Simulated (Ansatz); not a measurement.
`[F][GeH2][O]C(F)(F)F` and `[F][SnH]([Cl])[O]C(F)(F)F` differ in one atom or group.

Ansatz, PBE0-D4/def2-TZVP geometries, multiplicity 1. Each molecule was computed in one conformer, which needn't be the lowest.

Elements past krypton have def2 core potentials. Scalar relativity is left out up to krypton.

| property | `[F][GeH2][O]C(F)(F)F` |
| --- | --- |
| HOMO energy (B3LYP/def2-TZVPP) / eV | -9.96 |
| HOMO–LUMO gap (PBE/def2-TZVPP) / eV | 7.35 |
| HOMO–LUMO gap (PBE0/def2-TZVPP) / eV | 9.96 |
| size of the dipole moment (ωB97M-V/def2-TZVPP) / D | 3.28 |
| HOMO–LUMO gap (ωB97M-V/def2-TZVPP) / eV | 14.14 |
| LUMO energy (ωB97M-V/def2-TZVPP) / eV | 1.61 |

What does the change do to each property? (Estimate.)

The calculation gave: 
```json
{"property": "HOMO energy (B3LYP/def2-TZVPP) / eV", "`[F][SnH]([Cl])[O]C(F)(F)F`": "-9.73", "shift": "0.23"}
{"property": "HOMO–LUMO gap (PBE/def2-TZVPP) / eV", "`[F][SnH]([Cl])[O]C(F)(F)F`": "5.22", "shift": "-2.13"}
{"property": "HOMO–LUMO gap (PBE0/def2-TZVPP) / eV", "`[F][SnH]([Cl])[O]C(F)(F)F`": "7.73", "shift": "-2.23"}
{"property": "size of the dipole moment (ωB97M-V/def2-TZVPP) / D", "`[F][SnH]([Cl])[O]C(F)(F)F`": "3.60", "shift": "0.32"}
{"property": "HOMO–LUMO gap (ωB97M-V/def2-TZVPP) / eV", "`[F][SnH]([Cl])[O]C(F)(F)F`": "12.10", "shift": "-2.04"}
{"property": "LUMO energy (ωB97M-V/def2-TZVPP) / eV", "`[F][SnH]([Cl])[O]C(F)(F)F`": "-0.21", "shift": "-1.82"}
```

With PBE0 the HOMO rises by 0.18 eV and the LUMO falls by 2.06 eV, so the gap narrows by about 2.24 eV. PBE moves the HOMO by 0.00 eV and ωB97M-V by 0.21 eV. Dipoles are sizes alone; their direction can turn.

B3LYP here is the variant with VWN-RPA as its local correlation; programs differ in this.
